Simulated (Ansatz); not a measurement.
Molecular dynamics of H3C2N

Input file:

```yaml
crystal:
  lattice:
    - [8.051748, 0.0, 0.0]
    - [0.0, 8.051748, 0.0]
    - [0.0, 0.0, 8.051748]
  atoms:
    - { symbol: C, position: [0.33402558, 0.4806784, 0.36718762] }
    - { symbol: C, position: [0.23604873, 0.52920325, 0.50871124] }
    - { symbol: "N", position: [0.1513304, 0.56243226, 0.6241283] }
    - { symbol: H, position: [0.45510645, 0.54215544, 0.37159942] }
    - { symbol: H, position: [0.34979536, 0.34617033, 0.37017266] }
    - { symbol: H, position: [0.26827931, 0.51478713, 0.25245525] }
    - { symbol: C, position: [0.95771803, 0.83710847, 0.90647382] }
    - { symbol: C, position: [0.91349403, 0.78374384, 1.074002] }
    - { symbol: "N", position: [0.88500708, 0.74681307, 1.20915146] }
    - { symbol: H, position: [1.0667806, 0.92070653, 0.92314607] }
    - { symbol: H, position: [0.99687021, 0.74149226, 0.82555215] }
    - { symbol: H, position: [0.85811489, 0.91408724, 0.85625722] }
    - { symbol: C, position: [0.58716868, 0.95494496, 0.35687001] }
    - { symbol: C, position: [0.62063503, 1.09561983, 0.23638615] }
    - { symbol: "N", position: [0.62740369, 1.21241247, 0.15264491] }
    - { symbol: H, position: [0.49872143, 0.86788854, 0.29541161] }
    - { symbol: H, position: [0.69442812, 0.87408304, 0.3833867] }
    - { symbol: H, position: [0.54403457, 1.0133691, 0.4652564] }
    - { symbol: C, position: [0.49365385, 0.53439702, 0.92064776] }
    - { symbol: C, position: [0.41588828, 0.67263754, 1.00270438] }
    - { symbol: "N", position: [0.34791738, 0.78818373, 1.05427215] }
    - { symbol: H, position: [0.48489504, 0.55404843, 0.78944898] }
    - { symbol: H, position: [0.62599904, 0.53028888, 0.95032853] }
    - { symbol: H, position: [0.45265046, 0.42243297, 0.96812818] }
    - { symbol: C, position: [0.06145804, 0.12930735, 0.23234682] }
    - { symbol: C, position: [0.02653585, 0.07614074, 0.3993895] }
    - { symbol: "N", position: [-0.02596488, 0.0403853, 0.53211735] }
    - { symbol: H, position: [0.07951411, 0.2621208, 0.21832184] }
    - { symbol: H, position: [0.17602109, 0.0744892, 0.18350993] }
    - { symbol: H, position: [-0.05231191, 0.09384879, 0.15309527] }
    - { symbol: C, position: [0.79610554, 0.46363601, 0.57468167] }
    - { symbol: C, position: [0.65885219, 0.35148308, 0.59390202] }
    - { symbol: "N", position: [0.55114698, 0.26105399, 0.62613081] }
    - { symbol: H, position: [0.77602704, 0.57414968, 0.64340324] }
    - { symbol: H, position: [0.90942344, 0.4097005, 0.60994793] }
    - { symbol: H, position: [0.82052562, 0.49256669, 0.43915852] }
basis:
  ecutwfc: 420.0
kpoints:
  mp_grid: { grid: [1, 1, 1] }
hamiltonian:
  xc: pbe
  dispersion: d3bj
scf:
  occupations: { method: fermi_dirac, width: 0.02 }
  lower_state_search: "off"
md:
  timestep: 0.5
  n_steps: 240
  ensemble: nve
  temperature: 300.0
  initial_velocities: maxwell_boltzmann
  seed: 423058
```

Command:

```bash
$ ansatz run input.yaml --threads 1 --pin off --max-ram 3072MiB --backend cpu --events-out ev --progress --plain --runs-dir out
```

It goes on from the last frame of an earlier run, with new velocities.

Output, in part (step lines):

```
md step     0: t =     0.00 fs  T =   300.0 K  F+E_penalty+E_count = -5601.30326561 eV  E_kin = 1.357230 eV  conserved = -5599.94603562 eV  (10 SCF iters)
md step     1: t =     0.50 fs  T =   308.3 K  F+E_penalty+E_count = -5601.34176206 eV  E_kin = 1.394682 eV  conserved = -5599.94707998 eV  (9 SCF iters)
md step     2: t =     1.00 fs  T =   309.0 K  F+E_penalty+E_count = -5601.34499648 eV  E_kin = 1.397902 eV  conserved = -5599.94709438 eV  (8 SCF iters)
md step     3: t =     1.50 fs  T =   302.3 K  F+E_penalty+E_count = -5601.31374865 eV  E_kin = 1.367767 eV  conserved = -5599.94598145 eV  (8 SCF iters)
md step     4: t =     2.00 fs  T =   291.9 K  F+E_penalty+E_count = -5601.26492769 eV  E_kin = 1.320412 eV  conserved = -5599.94451527 eV  (9 SCF iters)
md step     5: t =     2.50 fs  T =   282.1 K  F+E_penalty+E_count = -5601.22016850 eV  E_kin = 1.276448 eV  conserved = -5599.94372026 eV  (5 SCF iters)
md step     6: t =     3.00 fs  T =   275.6 K  F+E_penalty+E_count = -5601.19101414 eV  E_kin = 1.247024 eV  conserved = -5599.94399010 eV  (4 SCF iters)
md step     7: t =     3.50 fs  T =   271.5 K  F+E_penalty+E_count = -5601.17308622 eV  E_kin = 1.228239 eV  conserved = -5599.94484768 eV  (4 SCF iters)
[... lines left out ...]
```

The steps, from the saved trajectory:

```json
{"time (fs)": "0.0", "T (K)": "300", "potential energy less start (eV)": "0.000", "conserved less start (meV/atom)": "0.00"}
{"time (fs)": "4.0", "T (K)": "267", "potential energy less start (eV)": "0.150", "conserved less start (meV/atom)": "0.02"}
{"time (fs)": "8.0", "T (K)": "249", "potential energy less start (eV)": "0.234", "conserved less start (meV/atom)": "0.05"}
{"time (fs)": "12.0", "T (K)": "282", "potential energy less start (eV)": "0.082", "conserved less start (meV/atom)": "0.01"}
{"time (fs)": "16.0", "T (K)": "299", "potential energy less start (eV)": "0.007", "conserved less start (meV/atom)": "-0.01"}
{"time (fs)": "20.0", "T (K)": "221", "potential energy less start (eV)": "0.360", "conserved less start (meV/atom)": "0.09"}
{"time (fs)": "24.0", "T (K)": "272", "potential energy less start (eV)": "0.129", "conserved less start (meV/atom)": "0.02"}
{"time (fs)": "28.0", "T (K)": "236", "potential energy less start (eV)": "0.290", "conserved less start (meV/atom)": "0.06"}
{"time (fs)": "32.0", "T (K)": "260", "potential energy less start (eV)": "0.181", "conserved less start (meV/atom)": "0.05"}
{"time (fs)": "36.0", "T (K)": "253", "potential energy less start (eV)": "0.217", "conserved less start (meV/atom)": "0.11"}
{"time (fs)": "40.0", "T (K)": "257", "potential energy less start (eV)": "0.197", "conserved less start (meV/atom)": "0.05"}
{"time (fs)": "44.0", "T (K)": "274", "potential energy less start (eV)": "0.119", "conserved less start (meV/atom)": "0.01"}
{"time (fs)": "48.0", "T (K)": "301", "potential energy less start (eV)": "-0.003", "conserved less start (meV/atom)": "0.04"}
{"time (fs)": "52.0", "T (K)": "286", "potential energy less start (eV)": "0.068", "conserved less start (meV/atom)": "0.08"}
{"time (fs)": "56.0", "T (K)": "279", "potential energy less start (eV)": "0.097", "conserved less start (meV/atom)": "-0.01"}
{"time (fs)": "60.0", "T (K)": "315", "potential energy less start (eV)": "-0.070", "conserved less start (meV/atom)": "-0.03"}
{"time (fs)": "64.0", "T (K)": "245", "potential energy less start (eV)": "0.252", "conserved less start (meV/atom)": "0.12"}
{"time (fs)": "68.0", "T (K)": "285", "potential energy less start (eV)": "0.069", "conserved less start (meV/atom)": "0.01"}
{"time (fs)": "72.0", "T (K)": "272", "potential energy less start (eV)": "0.127", "conserved less start (meV/atom)": "0.00"}
{"time (fs)": "76.0", "T (K)": "258", "potential energy less start (eV)": "0.194", "conserved less start (meV/atom)": "0.06"}
{"time (fs)": "80.0", "T (K)": "208", "potential energy less start (eV)": "0.423", "conserved less start (meV/atom)": "0.15"}
{"time (fs)": "84.0", "T (K)": "317", "potential energy less start (eV)": "-0.075", "conserved less start (meV/atom)": "0.00"}
{"time (fs)": "88.0", "T (K)": "303", "potential energy less start (eV)": "-0.015", "conserved less start (meV/atom)": "0.00"}
{"time (fs)": "92.0", "T (K)": "235", "potential energy less start (eV)": "0.296", "conserved less start (meV/atom)": "0.12"}
{"time (fs)": "96.0", "T (K)": "270", "potential energy less start (eV)": "0.140", "conserved less start (meV/atom)": "0.09"}
{"time (fs)": "100.0", "T (K)": "352", "potential energy less start (eV)": "-0.239", "conserved less start (meV/atom)": "-0.07"}
{"time (fs)": "104.0", "T (K)": "285", "potential energy less start (eV)": "0.069", "conserved less start (meV/atom)": "0.00"}
{"time (fs)": "108.0", "T (K)": "200", "potential energy less start (eV)": "0.457", "conserved less start (meV/atom)": "0.15"}
{"time (fs)": "112.0", "T (K)": "293", "potential energy less start (eV)": "0.031", "conserved less start (meV/atom)": "-0.04"}
{"time (fs)": "116.0", "T (K)": "269", "potential energy less start (eV)": "0.138", "conserved less start (meV/atom)": "-0.03"}
{"time (fs)": "120.0", "T (K)": "241", "potential energy less start (eV)": "0.269", "conserved less start (meV/atom)": "0.09"}
```

The run went to its last step. The conserved energy stayed within 0.16 meV per atom of its start (net change 0.089 meV per atom), so the integration is sound. A run of 0.12 ps of so small a system gives no equilibrium averages. Limits of this set-up: coarse k mesh.

Mean squared displacements from the first frame to the last, about the centre of mass: C 0.24 Å², N 0.31 Å², H 0.65 Å².

Last frame:

```xyz
36
Lattice="8.0517 0.0000 0.0000 0.0000 8.0517 0.0000 0.0000 0.0000 8.0517" Properties=species:S:1:pos:R:3
C 2.448 4.138 3.027
C 2.074 3.881 4.411
N 1.682 3.925 5.513
H 3.144 5.002 2.979
H 2.950 3.292 2.505
H 1.550 4.405 2.416
C 7.741 6.346 7.183
C 7.561 5.806 8.539
N 7.362 5.268 9.551
H 8.434 7.278 7.067
H 8.186 5.509 6.611
H 6.689 6.630 6.737
C 4.381 7.737 2.871
C 4.687 8.902 2.047
N 5.040 9.765 1.365
H 3.338 7.347 2.652
H 5.070 6.913 2.474
H 4.632 8.047 3.850
C 4.117 5.266 7.010
C 3.146 5.968 7.820
N 2.406 6.414 8.627
H 4.156 5.732 5.951
H 5.199 5.348 7.467
H 3.970 4.191 7.002
C 0.524 1.110 1.973
C 0.138 0.731 3.301
N 0.109 0.514 4.450
H 1.299 1.829 2.048
H 0.865 0.292 1.367
H -0.402 1.565 1.507
C 6.298 3.867 4.245
C 5.347 2.862 4.753
N 4.548 2.060 5.024
H 5.796 4.803 4.495
H 7.276 3.757 4.676
H 6.311 3.745 3.098
```

The run took 8.4 min on 1 thread of Intel(R) Xeon(R) Platinum 8488C (Sapphire Rapids), with other jobs on the host, peak memory 0.55 GiB.
